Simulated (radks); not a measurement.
Values are calculated unless marked as measured or tabulated.
Problem. Tm I, 69 electrons, occupied as [Xe] 4f13 6s2. Code: a radial shooting solver on a logarithmic mesh with Libxc functionals. Model: Dirac Kohn-Sham, BLYP, spin-unpolarised, spherical densities, point nucleus; open shells fill j = l - 1/2 first. Some entries of the table are withheld. Estimate them.

orbital,occ.,eigenvalue (hartree),<r^2> (bohr^2),r(max) (bohr)
1s1/2,2,-2176.502,0.0005483,0.01261
2s1/2,2,-366.9846,0.008454,0.07206
2p1/2,2,(1),0.006088,0.05402
2p3/2,4,(2),0.007304,0.06034
3s1/2,2,-82.45962,0.05571,0.2035
3p1/2,2,-74.89419,0.05148,0.1912
3p3/2,4,-67.28562,0.05828,0.2043
3d3/2,4,(3),0.04577,0.1611
3d5/2,6,(4),0.04765,0.1647
4s1/2,2,-16.22999,0.2800,0.4647
4p1/2,2,(5),0.2919,0.4664
4p3/2,4,(6),0.3298,0.4945
4d3/2,4,-6.47032,0.3712,0.4961
4d5/2,6,-6.15771,0.3862,0.5052
5s1/2,2,-1.94959,1.711,1.091
5p1/2,2,(7),2.223,1.192
5p3/2,4,(8),2.623,1.282
6s1/2,2,-0.13842,17.91,3.273
4f5/2,6,-0.12922,0.8980,0.4928
4f7/2,7,-0.08531,0.9792,0.4983

Solution. 
(1) 2p1/2 eigenvalue (hartree): -349.7807
(2) 2p3/2 eigenvalue (hartree): -313.7445
(3) 3d3/2 eigenvalue (hartree): -54.38529
(4) 3d5/2 eigenvalue (hartree): -52.72246
(5) 4p1/2 eigenvalue (hartree): -13.18919
(6) 4p3/2 eigenvalue (hartree): -11.47029
(7) 5p1/2 eigenvalue (hartree): -1.13058
(8) 5p3/2 eigenvalue (hartree): -0.92074
